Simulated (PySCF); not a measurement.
[Bi(OH)2]+: from a saddle point downhill

PySCF 2.14.0, RKS BP86, Bi def2-SVP with ECP60, O def2-SVP, H def2-SVP; non-relativistic Hamiltonian with scalar-relativistic core potentials where named; density fitting; no spin-orbit coupling. Relaxed within the symmetry of its start, the geometry (D∞h) is

```xyz
5

Bi    0.0000    0.0000    0.0000
O     0.0000    0.1692    2.0774
H     0.0000    0.2490    3.0564
O     0.0000   -0.1692   -2.0774
H     0.0000   -0.2490   -3.0564
```

and its lowest harmonic modes are -185, -185, 371, 371, 547, 549 cm⁻¹ (negative: unstable; uncertain by 10 to 30 cm⁻¹). It was moved along the lowest mode and relaxed again, within the group C2v that the move left.

Task: Where does it end, and how much lower?

Result: In C2v, 1.231 eV lower, after 24 steps:
```xyz
5

Bi    0.0910    1.2493   -0.1018
O     0.0016    0.1556    1.6324
H    -0.0694   -0.8269    1.6250
O     0.0016   -0.1106   -1.6360
H    -0.0694   -1.0790   -1.4698
```

Task: How do the contacts change?

Result: 
```json
{"contact": "Bi1–O2 (OH)", "saddle (Å)": "2.084", "end (Å)": "2.052"}
{"contact": "Bi1–O4 (OH)", "saddle (Å)": "2.084", "end (Å)": "2.052"}
```


No frequency check is given for the end, and other unstable modes may remain.

State: singlet.
